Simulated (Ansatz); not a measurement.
LiS, multiplicity 2 (lowest of 2S+1 = 2, 4 at CCSD(T)/def2-TZVPP on PBE0 minima; our sources give no spin for the ground state, which may be another), most abundant isotopes (7.0160 and 31.9721 u). Constants from fifth-degree fits in 1/R to seven points on the lowest solution found; no spin–orbit coupling, no relativity up to Kr; ω_e x_e and α_e move by some per cent with the fit.

Correlated levels freeze the cores. CBS(a, b) extrapolates the correlation energy as X⁻³ and adds the Hartree–Fock energy of set b.

Codes used: Ansatz (a program for electronic structure) with Gaussian orbitals. Values without a source in brackets are computed.

```csv
level,r_e (Å),ω_e (cm⁻¹),ω_e x_e (cm⁻¹),α_e (cm⁻¹)
PBE/def2-TZVPP,2.1542,574.8,3.94,0.00701
"CCSD(T)/CBS(aug-cc-pV(T+d)Z, aug-cc-pV(Q+d)Z)",2.1680,574.5,3.76,0.00669
```

D_e from total energies of the atoms and the molecule: 3.16 eV at PBE/def2-TZVPP.

**Question.** Derive the rotational constants, the centrifugal constant, the fundamental, the zero-point energy and the force constant, and test the Morse rule for the well depth.

**Answer.** 
μ = 5.75346 u.
- PBE/def2-TZVPP: B_e = 16.8576/(μ r_e²) = 0.63141 cm⁻¹; B₀ = B_e − α_e/2 = 0.62790 cm⁻¹; D = 4B_e³/ω_e² = 3.05e-06 cm⁻¹; fundamental ω_e − 2ω_e x_e = 567 cm⁻¹; zero-point energy ω_e/2 − ω_e x_e/4 = 286 cm⁻¹; k = μ(2πcω_e)² = 112 N/m; a Morse well would hold ω_e²/(4ω_e x_e) = 2.60 eV against the computed D_e of 3.16 eV
- CCSD(T)/CBS(aug-cc-pV(T+d)Z, aug-cc-pV(Q+d)Z): B_e = 16.8576/(μ r_e²) = 0.62338 cm⁻¹; B₀ = B_e − α_e/2 = 0.62004 cm⁻¹; D = 4B_e³/ω_e² = 2.94e-06 cm⁻¹; fundamental ω_e − 2ω_e x_e = 567 cm⁻¹; zero-point energy ω_e/2 − ω_e x_e/4 = 286 cm⁻¹; k = μ(2πcω_e)² = 112 N/m
